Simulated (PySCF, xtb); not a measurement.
Te(F)(Me) (CH3FTe), SMILES C[Te]F.

GFN2-xTB (xtb 6.7.1) at its own geometry gives an orbital gap of 3.12 eV and a dipole moment of 3.63 D.

Geometry optimised at PBE-D3(BJ)/def2-TZVP. The def2 effective core potentials stand for the cores of Te; spin–orbit coupling is left out.

**Question.** What does CAM-B3LYP/def2-TZVPD in PySCF give? (The exact figures need the calculation; the answer reports its results.)

**Answer.** gap 6.31 eV (levels -7.54 and -1.23 eV), dipole 2.86 D.
